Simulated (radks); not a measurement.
Problem. The table gives one normalised radial function P(r) = r R(r) (large component) of Ca12+ in [He] 2s2 2p4 (r in bohr). Calculated with a radial shooting solver on a logarithmic mesh with Libxc functionals: Dirac Kohn-Sham, PBE, spin-unpolarised, spherical densities, finite nucleus; open shells are shared between the two j in proportion to 2j + 1; Fermi nuclear charge, rms radius 3.4776 fm.

r	P
0.00303	0.0025
0.003701	0.0036
0.004485	0.0053
0.005477	0.0078
0.006637	0.0113
0.008042	0.0164
0.009822	0.0240
0.0119	0.0344
0.01454	0.0500
0.01761	0.0711
0.02151	0.1020
0.02607	0.1432
0.03158	0.1990
0.03858	0.2772
0.04674	0.3760
0.05709	0.5080
0.06917	0.6651
0.08382	0.8515
0.1024	1.0705
0.124	1.2910
0.1515	1.5078
0.1836	1.6722
0.2224	1.7584
0.2717	1.7317
0.3292	1.5796
0.4021	1.3038
0.4872	0.9713
0.595	0.6228
0.721	0.3466
0.8736	0.1594
1.067	0.0554

Which n and l does it have? It may be an empty orbital.

Solution. n = 2, l = 1: the number of nodes gives n - l - 1 = 0, the rise at small r points to l (this Dirac orbital starts outside the nucleus as r^gamma with gamma = sqrt((l + 1)^2 - (Z/c)^2) = 1.99; the j = 3/2 orbital of l + 1 starts with the same power, but with a smaller coefficient, and then steepens), and the extent must fit the shell. The curve is that of 2p3/2; the two j differ most near the nucleus, where j = l - 1/2 has the larger amplitude, and in heavy atoms j = l - 1/2 is also the more compact. 2p3/2: eigenvalue -698.84 eV, 0 radial nodes, <r> = 0.305 bohr, 90 % of the charge inside 0.497 bohr.
